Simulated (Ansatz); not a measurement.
A short molecular-dynamics run on C3HN3Sn (`N#[C][SnH]([C]#N)[C]#N`).

```yaml
crystal:
  periodic: [false, false, false]
  atoms:
    - {symbol: N, position_ang: [2.368333, -1.794104, 0.858420]}
    - {symbol: C, position_ang: [1.394216, -1.229273, 0.619300]}
    - {symbol: Sn, position_ang: [-0.401626, -0.248224, 0.218602]}
    - {symbol: C, position_ang: [-0.584759, -0.155895, -1.856487]}
    - {symbol: N, position_ang: [-0.717206, -0.120259, -2.999426]}
    - {symbol: C, position_ang: [-0.175385, 1.713427, 0.888554]}
    - {symbol: N, position_ang: [-0.076468, 2.791681, 1.279325]}
    - {symbol: H, position_ang: [-1.714908, -1.014455, 0.935910]}
basis:
  gaussian: {orbitals: def2-SVP}
hamiltonian: {xc: {name: r2SCAN}}
md: {timestep: 1 fs, n_steps: 30, ensemble: nve, temperature: 1500, initial_velocities: maxwell_boltzmann, seed: 131}
```

```sh
$ ansatz run in.yaml --threads 4 --pin off --events-out ev --progress --plain --max-ram 10444MiB
```

```
step  time (fs)  potential energy (eV)  kinetic (eV)  T (K)  conserved (eV)
   0        0.0            -13417.5903        1.1633   1500     -13416.4270
   1        1.0            -13417.5967        1.1688   1507     -13416.4279
   2        2.0            -13417.5471        1.1201   1444     -13416.4271
   3        3.0            -13417.4541        1.0288   1327     -13416.4252
   4        4.0            -13417.3468        0.9236   1191     -13416.4232
   5        5.0            -13417.2569        0.8350   1077     -13416.4220
   6        6.0            -13417.2044        0.7825   1009     -13416.4219
   7        7.0            -13417.1902        0.7671    989     -13416.4231
   8        8.0            -13417.1957        0.7707    994     -13416.4250
   9        9.0            -13417.1906        0.7637    985     -13416.4268
  10       10.0            -13417.1465        0.7188    927     -13416.4277
  11       11.0            -13417.0520        0.6253    806     -13416.4267
  12       12.0            -13416.9236        0.4995    644     -13416.4241
  13       13.0            -13416.8035        0.3824    493     -13416.4211
  14       14.0            -13416.7372        0.3170    409     -13416.4202
  15       15.0            -13416.7382        0.3158    407     -13416.4223
  16       16.0            -13416.7747        0.3492    450     -13416.4255
  17       17.0            -13416.7988        0.3719    479     -13416.4269
  18       18.0            -13416.7860        0.3599    464     -13416.4261
  19       19.0            -13416.7461        0.3219    415     -13416.4242
  20       20.0            -13416.7061        0.2834    365     -13416.4227
  21       21.0            -13416.6894        0.2673    345     -13416.4221
  22       22.0            -13416.7048        0.2823    364     -13416.4225
  23       23.0            -13416.7461        0.3227    416     -13416.4234
  24       24.0            -13416.7998        0.3757    484     -13416.4242
  25       25.0            -13416.8544        0.4299    554     -13416.4245
  26       26.0            -13416.9050        0.4806    620     -13416.4245
  27       27.0            -13416.9512        0.5265    679     -13416.4246
  28       28.0            -13416.9902        0.5652    729     -13416.4250
  29       29.0            -13417.0163        0.5912    762     -13416.4251
  30       30.0            -13417.0284        0.6039    779     -13416.4244
```

Velocities are drawn at the set temperature; a run this short doesn't reach equilibrium.

Frames (Å, forces in eV/Å):

```xyz
8
time=0.0 fs
N     2.368   -1.794    0.858    1.433   -0.831    0.352
C     1.394   -1.229    0.619   -1.186    0.695   -0.296
Sn   -0.402   -0.248    0.219   -0.165   -0.096    0.090
C    -0.585   -0.156   -1.856    0.167   -0.039    1.396
N    -0.717   -0.120   -2.999   -0.194    0.052   -1.681
C    -0.175    1.713    0.889   -0.114   -1.317   -0.481
N    -0.076    2.792    1.279    0.145    1.586    0.574
H    -1.715   -1.014    0.936   -0.085   -0.049    0.046
8
time=1.0 fs
N     2.379   -1.790    0.866    0.441   -0.272    0.102
C     1.387   -1.243    0.614   -0.185    0.153   -0.018
Sn   -0.400   -0.246    0.221   -0.808   -0.603    0.024
C    -0.597   -0.153   -1.863    0.150    0.003    0.689
N    -0.718   -0.122   -3.014   -0.112    0.022   -0.862
C    -0.181    1.705    0.886   -0.038   -0.632   -0.195
N    -0.074    2.786    1.279    0.096    1.066    0.380
H    -1.778   -1.048    0.884    0.456    0.263   -0.122
8
time=2.0 fs
N     2.389   -1.786    0.874   -0.626    0.272   -0.183
C     1.379   -1.257    0.609    0.896   -0.377    0.294
Sn   -0.398   -0.243    0.224   -1.362   -1.075   -0.123
C    -0.609   -0.150   -1.868    0.136    0.042   -0.152
N    -0.719   -0.124   -3.028   -0.034   -0.003    0.080
C    -0.187    1.697    0.883    0.065    0.219    0.149
N    -0.072    2.782    1.279    0.024    0.403    0.134
H    -1.837   -1.079    0.830    0.901    0.519   -0.199
8
time=3.0 fs
N     2.399   -1.782    0.882   -1.569    0.700   -0.451
C     1.372   -1.271    0.604    1.842   -0.783    0.582
Sn   -0.397   -0.241    0.226   -1.784   -1.492   -0.341
C    -0.620   -0.148   -1.874    0.144    0.071   -0.944
N    -0.720   -0.126   -3.043    0.022   -0.020    0.972
C    -0.193    1.688    0.880    0.177    1.068    0.488
N    -0.069    2.777    1.279   -0.056   -0.247   -0.109
H    -1.888   -1.104    0.775    1.225    0.703   -0.197
8
time=4.0 fs
N     2.408   -1.778    0.890   -2.257    0.962   -0.661
C     1.367   -1.286    0.600    2.506   -1.006    0.803
Sn   -0.395   -0.238    0.229   -2.064   -1.848   -0.609
C    -0.632   -0.145   -1.881    0.183    0.091   -1.544
N    -0.721   -0.128   -3.057    0.048   -0.026    1.680
C    -0.199    1.681    0.877    0.281    1.765    0.770
N    -0.067    2.773    1.280   -0.129   -0.755   -0.302
H    -1.927   -1.124    0.718    1.430    0.818   -0.137
8
time=5.0 fs
N     2.416   -1.773    0.897   -2.613    1.044   -0.786
C     1.364   -1.302    0.596    2.807   -1.027    0.929
Sn   -0.394   -0.236    0.232   -2.206   -2.140   -0.906
C    -0.644   -0.142   -1.888    0.256    0.102   -1.866
N    -0.722   -0.130   -3.070    0.044   -0.025    2.120
C    -0.205    1.674    0.875    0.362    2.205    0.954
N    -0.065    2.768    1.279   -0.178   -1.029   -0.408
H    -1.952   -1.135    0.659    1.529    0.870   -0.037
8
time=6.0 fs
N     2.421   -1.767    0.904   -2.610    0.958   -0.810
C     1.362   -1.318    0.593    2.714   -0.855    0.944
Sn   -0.393   -0.234    0.234   -2.217   -2.362   -1.216
C    -0.655   -0.139   -1.898    0.357    0.108   -1.868
N    -0.723   -0.132   -3.081    0.015   -0.017    2.253
C    -0.210    1.670    0.874    0.406    2.323    1.016
N    -0.063    2.762    1.279   -0.194   -1.019   -0.409
H    -1.962   -1.138    0.600    1.529    0.864    0.090
8
time=7.0 fs
N     2.425   -1.760    0.910   -2.249    0.729   -0.726
C     1.363   -1.335    0.591    2.233   -0.518    0.845
Sn   -0.392   -0.232    0.236   -2.096   -2.502   -1.526
C    -0.666   -0.136   -1.909    0.478    0.114   -1.554
N    -0.724   -0.134   -3.091   -0.030   -0.008    2.076
C    -0.215    1.668    0.873    0.405    2.102    0.951
N    -0.061    2.755    1.278   -0.167   -0.715   -0.301
H    -1.958   -1.132    0.542    1.427    0.798    0.235
8
time=8.0 fs
N     2.428   -1.753    0.915   -1.568    0.396   -0.539
C     1.366   -1.352    0.590    1.415   -0.060    0.638
Sn   -0.391   -0.230    0.239   -1.840   -2.549   -1.826
C    -0.677   -0.133   -1.921    0.608    0.122   -0.960
N    -0.725   -0.136   -3.099   -0.084   -0.001    1.619
C    -0.220    1.667    0.874    0.359    1.572    0.769
N    -0.059    2.749    1.278   -0.097   -0.145   -0.092
H    -1.940   -1.119    0.487    1.208    0.665    0.392
8
time=9.0 fs
N     2.429   -1.746    0.920   -0.654    0.011   -0.270
C     1.370   -1.370    0.589    0.357    0.458    0.346
Sn   -0.391   -0.229    0.241   -1.439   -2.489   -2.104
C    -0.687   -0.129   -1.933    0.737    0.137   -0.160
N    -0.726   -0.138   -3.107   -0.137    0.000    0.948
C    -0.225    1.667    0.875    0.275    0.816    0.499
N    -0.057    2.741    1.277    0.009    0.616    0.189
H    -1.910   -1.100    0.435    0.851    0.451    0.553
8
time=10.0 fs
N     2.430   -1.738    0.925    0.350   -0.364    0.040
C     1.375   -1.387    0.588   -0.781    0.964    0.014
Sn   -0.390   -0.228    0.243   -0.887   -2.316   -2.352
C    -0.696   -0.126   -1.946    0.854    0.158    0.730
N    -0.727   -0.140   -3.113   -0.182   -0.005    0.170
C    -0.229    1.668    0.876    0.170   -0.028    0.194
N    -0.055    2.735    1.276    0.136    1.444    0.497
H    -1.873   -1.076    0.388    0.339    0.148    0.707
8
time=11.0 fs
N     2.431   -1.731    0.930    1.238   -0.660    0.326
C     1.378   -1.404    0.587   -1.784    1.380   -0.291
Sn   -0.390   -0.227    0.244   -0.207   -2.047   -2.558
C    -0.705   -0.123   -1.959    0.951    0.184    1.564
N    -0.728   -0.142   -3.120   -0.213   -0.017   -0.570
C    -0.233    1.669    0.878    0.072   -0.782   -0.081
N    -0.053    2.729    1.275    0.258    2.178    0.770
H    -1.832   -1.051    0.348   -0.315   -0.236    0.839
8
time=12.0 fs
N     2.433   -1.725    0.935    1.797   -0.820    0.514
C     1.380   -1.419    0.586   -2.430    1.642   -0.493
Sn   -0.389   -0.226    0.246    0.514   -1.736   -2.716
C    -0.714   -0.119   -1.970    1.022    0.208    2.185
N    -0.729   -0.144   -3.127   -0.231   -0.031   -1.116
C    -0.237    1.670    0.879    0.010   -1.262   -0.256
N    -0.051    2.725    1.275    0.344    2.651    0.947
H    -1.794   -1.029    0.316   -1.027   -0.653    0.935
8
time=13.0 fs
N     2.436   -1.719    0.941    1.875   -0.825    0.547
C     1.381   -1.433    0.585   -2.563    1.726   -0.536
Sn   -0.389   -0.225    0.247    1.107   -1.486   -2.827
C    -0.721   -0.115   -1.979    1.069    0.223    2.466
N    -0.731   -0.146   -3.134   -0.238   -0.040   -1.338
C    -0.241    1.669    0.880    0.011   -1.340   -0.283
N    -0.049    2.723    1.276    0.368    2.747    0.983
H    -1.766   -1.012    0.293   -1.628   -1.004    0.987
8
time=14.0 fs
N     2.440   -1.713    0.947    1.448   -0.697    0.409
C     1.379   -1.445    0.583   -2.164    1.652   -0.402
Sn   -0.389   -0.224    0.248    1.368   -1.417   -2.905
C    -0.727   -0.111   -1.986    1.095    0.221    2.358
N    -0.733   -0.148   -3.143   -0.237   -0.039   -1.179
C    -0.245    1.667    0.882    0.080   -0.994   -0.152
N    -0.046    2.722    1.278    0.319    2.444    0.870
H    -1.754   -1.005    0.280   -1.909   -1.170    1.001
8
time=15.0 fs
N     2.446   -1.708    0.953    0.630   -0.488    0.132
C     1.375   -1.457    0.581   -1.352    1.474   -0.125
Sn   -0.388   -0.224    0.249    1.191   -1.593   -2.965
C    -0.733   -0.107   -1.992    1.105    0.196    1.901
N    -0.734   -0.150   -3.152   -0.234   -0.022   -0.672
C    -0.249    1.665    0.882    0.208   -0.312    0.105
N    -0.043    2.724    1.280    0.207    1.827    0.639
H    -1.759   -1.009    0.276   -1.755   -1.082    0.986
8
time=16.0 fs
N     2.451   -1.703    0.959   -0.378   -0.261   -0.219
C     1.371   -1.467    0.579   -0.335    1.262    0.229
Sn   -0.387   -0.224    0.250    0.652   -1.965   -3.009
C    -0.738   -0.103   -1.996    1.102    0.147    1.212
N    -0.736   -0.152   -3.162   -0.231    0.011    0.068
C    -0.252    1.662    0.883    0.367    0.536    0.423
N    -0.041    2.726    1.282    0.058    1.050    0.349
H    -1.782   -1.024    0.281   -1.236   -0.780    0.947
8
time=17.0 fs
N     2.457   -1.699    0.966   -1.369   -0.066   -0.572
C     1.366   -1.476    0.577    0.672    1.071    0.584
Sn   -0.386   -0.223    0.250   -0.048   -2.412   -3.028
C    -0.741   -0.098   -1.999    1.090    0.079    0.444
N    -0.739   -0.154   -3.172   -0.228    0.058    0.891
C    -0.256    1.660    0.885    0.527    1.363    0.733
N    -0.038    2.729    1.285   -0.096    0.283    0.063
H    -1.816   -1.046    0.296   -0.548   -0.377    0.884
8
time=18.0 fs
N     2.462   -1.694    0.971   -2.178    0.070   -0.867
C     1.361   -1.484    0.575    1.496    0.938    0.879
Sn   -0.386   -0.223    0.250   -0.717   -2.814   -3.011
C    -0.744   -0.094   -2.001    1.069    0.000   -0.259
N    -0.741   -0.156   -3.181   -0.224    0.111    1.654
C    -0.259    1.659    0.887    0.660    2.008    0.972
N    -0.035    2.733    1.288   -0.227   -0.333   -0.165
H    -1.856   -1.072    0.319    0.120    0.019    0.796
8
time=19.0 fs
N     2.465   -1.690    0.977   -2.704    0.137   -1.064
C     1.358   -1.492    0.574    2.030    0.879    1.074
Sn   -0.385   -0.223    0.250   -1.250   -3.102   -2.957
C    -0.746   -0.089   -2.004    1.041   -0.080   -0.789
N    -0.743   -0.158   -3.189   -0.217    0.162    2.247
C    -0.261    1.659    0.889    0.745    2.363    1.101
N    -0.032    2.736    1.290   -0.311   -0.704   -0.300
H    -1.895   -1.097    0.350    0.665    0.345    0.688
8
time=20.0 fs
N     2.466   -1.685    0.981   -2.894    0.136   -1.141
C     1.357   -1.498    0.574    2.220    0.895    1.144
Sn   -0.384   -0.224    0.250   -1.617   -3.256   -2.870
C    -0.748   -0.085   -2.008    1.007   -0.154   -1.076
N    -0.746   -0.160   -3.196   -0.206    0.204    2.601
C    -0.263    1.661    0.893    0.769    2.375    1.100
N    -0.029    2.739    1.293   -0.336   -0.786   -0.327
H    -1.927   -1.119    0.387    1.058    0.585    0.568
8
time=21.0 fs
N     2.465   -1.681    0.985   -2.734    0.076   -1.089
C     1.357   -1.504    0.575    2.047    0.980    1.082
Sn   -0.384   -0.225    0.249   -1.830   -3.285   -2.757
C    -0.748   -0.080   -2.012    0.969   -0.213   -1.089
N    -0.749   -0.162   -3.200   -0.193    0.232    2.684
C    -0.265    1.666    0.898    0.730    2.043    0.969
N    -0.027    2.741    1.295   -0.298   -0.575   -0.245
H    -1.949   -1.136    0.429    1.309    0.742    0.445
8
time=22.0 fs
N     2.463   -1.676    0.988   -2.233   -0.032   -0.910
C     1.359   -1.510    0.577    1.524    1.121    0.889
Sn   -0.384   -0.226    0.248   -1.912   -3.208   -2.628
C    -0.748   -0.076   -2.017    0.931   -0.253   -0.826
N    -0.752   -0.164   -3.203   -0.179    0.241    2.492
C    -0.265    1.671    0.903    0.632    1.413    0.728
N    -0.025    2.743    1.297   -0.202   -0.109   -0.069
H    -1.959   -1.145    0.476    1.440    0.829    0.325
8
time=23.0 fs
N     2.459   -1.671    0.990   -1.437   -0.176   -0.618
C     1.362   -1.514    0.580    0.700    1.301    0.579
Sn   -0.383   -0.227    0.247   -1.883   -3.046   -2.492
C    -0.746   -0.072   -2.023    0.893   -0.273   -0.315
N    -0.755   -0.165   -3.204   -0.167    0.228    2.053
C    -0.265    1.678    0.909    0.492    0.582    0.410
N    -0.023    2.744    1.299   -0.063    0.531    0.169
H    -1.954   -1.147    0.526    1.464    0.853    0.213
8
time=24.0 fs
N     2.454   -1.667    0.992   -0.437   -0.336   -0.245
C     1.366   -1.517    0.583   -0.328    1.498    0.187
Sn   -0.383   -0.228    0.246   -1.752   -2.815   -2.361
C    -0.745   -0.069   -2.029    0.859   -0.272    0.385
N    -0.758   -0.166   -3.204   -0.158    0.196    1.424
C    -0.265    1.686    0.915    0.337   -0.309    0.069
N    -0.021    2.747    1.301    0.091    1.223    0.425
H    -1.936   -1.140    0.578    1.387    0.816    0.117
8
time=25.0 fs
N     2.448   -1.662    0.993    0.617   -0.492    0.152
C     1.369   -1.519    0.586   -1.402    1.684   -0.232
Sn   -0.384   -0.230    0.245   -1.521   -2.523   -2.249
C    -0.742   -0.065   -2.035    0.828   -0.258    1.176
N    -0.761   -0.167   -3.203   -0.155    0.150    0.698
C    -0.265    1.693    0.921    0.204   -1.090   -0.234
N    -0.019    2.749    1.303    0.226    1.813    0.641
H    -1.905   -1.126    0.632    1.202    0.716    0.047
8
time=26.0 fs
N     2.443   -1.658    0.995    1.523   -0.618    0.498
C     1.371   -1.520    0.589   -2.311    1.829   -0.599
Sn   -0.384   -0.232    0.243   -1.184   -2.171   -2.172
C    -0.739   -0.062   -2.040    0.799   -0.240    1.930
N    -0.764   -0.168   -3.201   -0.157    0.100    0.002
C    -0.264    1.699    0.927    0.130   -1.595   -0.441
N    -0.017    2.754    1.306    0.304    2.152    0.765
H    -1.862   -1.105    0.685    0.897    0.543    0.018
8
time=27.0 fs
N     2.439   -1.655    0.997    2.070   -0.692    0.711
C     1.372   -1.519    0.591   -2.840    1.903   -0.833
Sn   -0.384   -0.234    0.241   -0.744   -1.758   -2.150
C    -0.735   -0.059   -2.043    0.769   -0.232    2.503
N    -0.768   -0.169   -3.200   -0.162    0.060   -0.525
C    -0.263    1.705    0.933    0.139   -1.717   -0.516
N    -0.014    2.759    1.309    0.300    2.139    0.763
H    -1.810   -1.078    0.739    0.468    0.296    0.046
8
time=28.0 fs
N     2.437   -1.651    1.000    2.118   -0.698    0.737
C     1.370   -1.517    0.593   -2.844    1.890   -0.879
Sn   -0.385   -0.236    0.239   -0.227   -1.298   -2.193
C    -0.731   -0.056   -2.044    0.729   -0.247    2.775
N    -0.771   -0.170   -3.198   -0.161    0.045   -0.763
C    -0.263    1.708    0.938    0.237   -1.442   -0.457
N    -0.012    2.766    1.313    0.212    1.763    0.633
H    -1.754   -1.049    0.793   -0.063   -0.012    0.147
8
time=29.0 fs
N     2.436   -1.649    1.003    1.660   -0.637    0.570
C     1.366   -1.513    0.594   -2.313    1.788   -0.729
Sn   -0.385   -0.239    0.237    0.292   -0.828   -2.291
C    -0.726   -0.053   -2.043    0.673   -0.294    2.684
N    -0.775   -0.171   -3.197   -0.149    0.062   -0.655
C    -0.262    1.711    0.943    0.401   -0.858   -0.295
N    -0.009    2.775    1.318    0.057    1.106    0.407
H    -1.698   -1.020    0.849   -0.622   -0.338    0.308
8
time=30.0 fs
N     2.436   -1.647    1.007    0.819   -0.524    0.258
C     1.360   -1.508    0.595   -1.375    1.611   -0.431
Sn   -0.385   -0.241    0.235    0.692   -0.416   -2.387
C    -0.720   -0.051   -2.040    0.593   -0.373    2.254
N    -0.779   -0.172   -3.197   -0.117    0.113   -0.224
C    -0.260    1.713    0.948    0.597   -0.115   -0.082
N    -0.006    2.784    1.322   -0.130    0.308    0.135
H    -1.649   -0.994    0.908   -1.079   -0.604    0.478
```

Hardware: 4 threads of an Arm Neoverse V2 on a shared host. Wall time 60 s, peak host memory 0.51 GiB.
